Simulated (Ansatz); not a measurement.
Cd(Me)(OSiH3) (CH6CdOSi), SMILES [CH3][Cd][O][SiH3].

Geometry optimised at PBE0-D3(BJ)/def2-SVP. The structure was generated by enumeration; whether it is a known compound was not checked. The def2 effective core potentials stand for the cores of Cd; spin–orbit coupling is left out. One conformer was computed; it need not be the lowest.

Two levels are set side by side: PBE/def2-SVPD (Ansatz, a quantum-chemistry and plane-wave program) and CAM-B3LYP/def2-SVPD (Ansatz). Energy differences of separate SCF runs at the same geometry; the states with an electron removed or added have multiplicity 2 and 2. Differences are taken from unrounded values.

```json
[
 {"quantity": "vertical ionisation energy (eV)", "PBE": "9.35"},
 {"quantity": "vertical singlet–triplet gap (eV)", "PBE": "4.92"}
]
```

Problem. These are the PBE values. What does CAM-B3LYP give? (The exact figures need the calculation; the answer reports its results.)

Solution. 
```tsv
quantity	CAM-B3LYP	PBE minus CAM-B3LYP
vertical ionisation energy (eV)	9.97	-0.62
vertical singlet–triplet gap (eV)	5.63	-0.71
```
